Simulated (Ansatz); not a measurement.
Calculated with Ansatz (gas phase, PBE0-D4/def2-TZVP geometries, no zero-point term in ΔE). CCSD(T)/CBS adds triple-zeta CCSD(T) − MP2 to the extrapolated MP2 energy (def2 sets, frozen cores). This one scheme is used for every species. Functionals use def2-TZVPP. B3LYP here is the variant with VWN-RPA as its local correlation; programs differ in this. For Ga outer-core shells are correlated without core-valence functions, which leaves a few kJ/mol of doubt a bond. Scalar relativity is left out up to krypton. One conformer a species, not always the lowest.

Consider the ligand exchange at the Si–S bond: `C[SiH2][S][GaH2]` + `OCO` → `C[SiH2]OCO` + `[SH][GaH2]`.

```json
{"level": "PBE-D4", "ΔE (kJ/mol)": "-13.3", "difference from CCSD(T)/CBS": "9.5"}
{"level": "B3LYP-D4", "ΔE (kJ/mol)": "-27.2", "difference from CCSD(T)/CBS": "-4.4"}
{"level": "ωB97X-V", "ΔE (kJ/mol)": "-27.4", "difference from CCSD(T)/CBS": "-4.6"}
{"level": "PBE", "ΔE (kJ/mol)": "-17.1", "difference from CCSD(T)/CBS": "5.7"}
{"level": "PBE0", "ΔE (kJ/mol)": "-18.3", "difference from CCSD(T)/CBS": "4.5"}
{"level": "B3LYP", "ΔE (kJ/mol)": "-33.6", "difference from CCSD(T)/CBS": "-10.8"}
{"level": "CCSD(T)/def2-TZVPP", "ΔE (kJ/mol)": "-26.9", "difference from CCSD(T)/CBS": "-4.1"}
{"level": "MP2/def2-QZVPP", "ΔE (kJ/mol)": "-20.8", "difference from CCSD(T)/CBS": "2.0"}
{"level": "HF/CBS(def2)", "ΔE (kJ/mol)": "-43.6", "difference from CCSD(T)/CBS": "-20.8"}
{"level": "CCSD/CBS(def2)", "ΔE (kJ/mol)": "-25.9", "difference from CCSD(T)/CBS": "-3.1"}
{"level": "CCSD(T)/CBS", "ΔE (kJ/mol)": "-22.8", "difference from CCSD(T)/CBS": "0"}
```

Largest T1 diagnostic among the species: 0.013.

The D4 term adds +6.4 kJ/mol with B3LYP and +3.4 kJ/mol with PBE0; it sums over pairs of atoms, weighted by their polarisabilities, and B3LYP, whose exchange is more repulsive, gets the larger term. In def2-TZVPP, CCSD(T) changes the Hartree–Fock value by +15.1 kJ/mol (the triples alone add +3.1 kJ/mol) and MP2 by +19.2 kJ/mol.
